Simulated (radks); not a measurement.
These are the eigenvalues of the occupied orbitals of an atom or ion with whole-number occupations (hartree). Calculated with a radial shooting solver on a logarithmic mesh with Libxc functionals: scalar-relativistic Kohn-Sham, PW91, spin-polarised, spherical densities, finite nucleus; Fermi nuclear charge, rms radius of each element as measured or else 0.836 A^(1/3) + 0.57 fm.

1s down: -3057.318
1s up: -3057.318
2s up: -543.4630
2s down: -543.4563
2p up: -469.0900
2p down: -469.0844
3s up: -130.4048
3s down: -130.4021
3p up: -108.9050
3p down: -108.9020
3d up: -86.23463
3d down: -86.22966
4s up: -30.13845
4s down: -30.13180
4p up: -23.08545
4p down: -23.07921
4d up: -14.70363
4d down: -14.69639
5s up: -6.21992
5s down: -6.17727
4f up: -5.41118
4f down: -5.40135
5p up: -4.30734
5p down: -4.25584
5d up: -2.13225
5d down: -2.07578

Which element is it, and in what charge state? The configuration may be excited. Open shells, if any, are filled with parallel spins first.

Answer. Z = 80, mercury, charge +4: Hg4+ in [Xe] 4f14 5d8. The list shows which subshells hold electrons but not how many an open one holds; the 1s level, -3057.3 hartree, gives Z - s = 78.2 by -(Z - s)^2/2, which with screening and relativity narrows Z to a few neighbours, and the depths of the outer levels then fix element, charge and occupations together.
